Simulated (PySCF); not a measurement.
boroxine (H₃B₃O₃), singlet, geometry from GFN2-xTB. Base run: B3LYP/3-21G in PySCF.

The PySCF input:
```python
from pyscf import gto, scf, dft

mol = gto.M(
    atom='''
B    -0.62642433    1.18300324    0.24601012
O    -1.33948341    0.02486049    0.22970691
B    -0.71480732   -1.15811031   -0.01600341
O     0.62560781   -1.18146124   -0.24568946
B     1.34123166   -0.02489294   -0.23000671
O     0.71387560    1.15660075    0.01598255
H    -1.16486750    2.19985392    0.45746817
H    -1.32922010   -2.15356426   -0.02975915
H     2.49408760   -0.04628966   -0.42770903
''',
    basis='3-21g',
    verbose=4,
)

mf = dft.RKS(mol)
mf.xc = 'b3lyp'
mf.kernel()
```

Each row names what was changed in the base input (with any setting that the change needs).

```csv
change,ΔE vs base (mEh),grid points,electrons on the grid
base,0.000,113808,41.99999
grids.level = 1,0.007,38496,42.00007
grids.level = 5,0.012,329032,42.00000
grids.prune = dft.gen_grid.treutler_prune,-0.001,99232,42.00000
"grids.atom_grid = (150, 974)",0.012,715752,42.00000
grids.level = 2,-0.001,83368,41.99999
"grids.atom_grid = (50, 194)",-0.004,58824,42.00009
grids.radi_method = delley,0.000,118672,41.99999
grids.radi_method = gauss_chebyshev,0.000,110680,41.99999
grids.level = 0,50.307,8376,41.98932
grids.radi_method = mura_knowles,0.000,106792,41.99999
```
